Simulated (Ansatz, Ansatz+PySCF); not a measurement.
```xyz
2

Si    0.0000    0.0000    0.0000
N     0.0000    0.0000    2.8260
```

Basis set: def2-SVP (spherical functions). Charge 0, multiplicity 2.

Computed with Ansatz (development build ahead of 0.2.0); each method stands on the lowest determinant of its kind that the runs found.

The atomization energy at this shape (free ground-state atoms in the same class of orbitals less the molecule, no zero-point energy) of doublet SiN:

| method | atomization energy |
| --- | --- |
| PBE0 (unrestricted) | 12.61 kcal/mol |

Task: What does UHF give?

Result: -0.42 kcal/mol. Caution: the shape is not the minimum; the unrestricted determinant is a mixture of spin states.
